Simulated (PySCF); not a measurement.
Atom-mapped SMILES (the numbers label the heavy atoms): `[CH3:1][C:2]#[C:3][SiH2:4]/[CH:5]=[CH:6]\[Si@@H:7]([Cl:8])[O:9][CH3:10]`. Hydrogens are named by the atom that carries them. Ha(Si4) is pro-R; Hb(Si4) is pro-S.

- GFN2-xTB geometry
- PBE0/pcSseg-1 with gauge-including orbitals
- code: PySCF
- rapidly exchanging positions averaged, no solvent, non-relativistic Hamiltonian, one conformer

List the cross peaks expected in HSQC, COSY and HMBC spectra.

Results:



HSQC (one-bond C–H):
```tsv
δH	δC
7.39 (H(C5))	156.8 (C5)
6.87 (H(C6))	156.2 (C6)
3.89 (H(C10))	51.1 (C10)
2.11 (H(C1))	6.1 (C1)
```

COSY cross peaks (H two or three bonds apart, from the bond graph; peaks can be absent where the dihedral angle is near 90°):
```tsv
δH	δH
7.39 (H(C5))	6.87 (H(C6))
7.39 (H(C5))	4.78 (Hb(Si4))
7.39 (H(C5))	4.54 (Ha(Si4))
6.87 (H(C6))	5.67 (H(Si7))
4.78 (Hb(Si4))	4.54 (Ha(Si4))
```

HMBC (two and three bonds, from the bond graph):
```tsv
δH	δC
7.39 (H(C5))	156.2 (C6), 84.4 (C3)
6.87 (H(C6))	156.8 (C5)
5.67 (H(Si7))	156.8 (C5), 156.2 (C6), 51.1 (C10)
4.78 (Hb(Si4))	156.8 (C5), 156.2 (C6), 112.2 (C2), 84.4 (C3)
4.54 (Ha(Si4))	156.8 (C5), 156.2 (C6), 112.2 (C2), 84.4 (C3)
2.11 (H(C1))	112.2 (C2), 84.4 (C3)
```

Chemical shifts δ = σref − σ; ¹H (31.72 ppm), ¹³C (186.93 ppm) against TMS, all at this level.

Shifts are as computed. Against solution values, carbons near 30 ppm lie about +3 ppm off and those near 130 ppm about +5 ppm. Of 1211 compounds with measured shifts, 218 miss one by over three times the rms of a fit or turn the order of signals round; such compounds aren't used in these exercises.
